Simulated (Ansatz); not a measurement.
The same ligand exchange along the group Al, Ga, In.

Gas-phase electronic energies from Ansatz, PBE0-D4/def2-TZVP geometries. CCSD(T)/CBS adds triple-zeta CCSD(T) − MP2 to the extrapolated MP2 energy (def2 sets, frozen cores). This one scheme is used for every species. Functionals use def2-TZVPP. def2 core potentials past Kr. For Ga, In outer-core shells are correlated without core-valence functions, which leaves a few kJ/mol of doubt a bond. Scalar relativity is left out up to krypton. One conformer a species, not always the lowest.

| reaction | CCSD(T)/CBS(def2) (kJ/mol) |
| --- | --- |
| `[OH][Al]([SH])[O][SiH3]` + `CC(N)O` → `CC(O)N[SiH3]` + `[OH][Al]([OH])[SH]` | 66 |
| `[OH][Ga]([SH])[O][SiH3]` + `CC(N)O` → `CC(O)N[SiH3]` + `[OH][Ga]([OH])[SH]` | ? |
| `[OH][In]([SH])[O][SiH3]` + `CC(N)O` → `CC(O)N[SiH3]` + `[OH][In]([OH])[SH]` | 62 |

(1) Fill in the missing values. (An estimate is asked.)

Largest T1 diagnostic: 0.016, for `[OH][In]([OH])[SH]`.

## Answers

(1) The calculation gave: `[OH][Ga]([SH])[O][SiH3]` + `CC(N)O` → `CC(O)N[SiH3]` + `[OH][Ga]([OH])[SH]`: +55.5 kJ/mol.
